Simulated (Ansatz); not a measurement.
Isolated molecules relaxed with PBE0-D4/def2-TZVP in Ansatz; ΔE leaves out vibrations. CCSD(T)/CBS is the MP2 limit (def2-TZVPP, def2-QZVPP) plus CCSD(T) − MP2 in def2-TZVPP, frozen cores. DFT in def2-TZVPP. B3LYP here is the variant with VWN-RPA as its local correlation; programs differ in this. Each species was taken in one conformer, which may not be the lowest.

Consider the isomerisation: `BN([SiH3])C=C` → `C=CB(N)[SiH3]`.

| level | ΔE (kJ/mol) | difference from CCSD(T)/CBS |
| --- | --- | --- |
| PBE-D4 | -12.2 | -14.3 |
| r2SCAN-D4 | -3.4 | -5.5 |
| ωB97X-V | 1.8 | -0.3 |
| B2PLYP | 3.3 | 1.2 |
| r2SCAN | -3.9 | -6.0 |
| PBE0 | -9.7 | -11.8 |
| B3LYP | -2.2 | -4.3 |
| HF/def2-TZVPP | 13.0 | 10.9 |
| MP2/def2-TZVPP | 9.7 | 7.6 |
| SCS-MP2/def2-TZVPP | 11.2 | 9.1 |
| CCSD/def2-TZVPP | 2.6 | 0.5 |
| HF/def2-QZVPP | 14.5 | 12.4 |
| MP2/def2-QZVPP | 10.2 | 8.1 |
| SCS-MP2/def2-QZVPP | 11.4 | 9.3 |
| MP2/CBS(def2) | 9.7 | 7.6 |
| CCSD/CBS(def2) | 2.6 | 0.5 |
| CCSD(T)/CBS | 2.1 | 0 |

Largest T1 diagnostic among the species: 0.013.

In def2-TZVPP, CCSD(T) changes the Hartree–Fock value by −10.8 kJ/mol (the triples alone add −0.5 kJ/mol) and MP2 by −3.3 kJ/mol. From PBE to PBE0 (25 % exact exchange), in def2-TZVPP and without D4, ΔE moves by +5.2 kJ/mol. The D4 term adds +4.4 kJ/mol with B3LYP and +2.1 kJ/mol with PBE0; it sums over pairs of atoms, weighted by their polarisabilities, and B3LYP, whose exchange is more repulsive, gets the larger term.
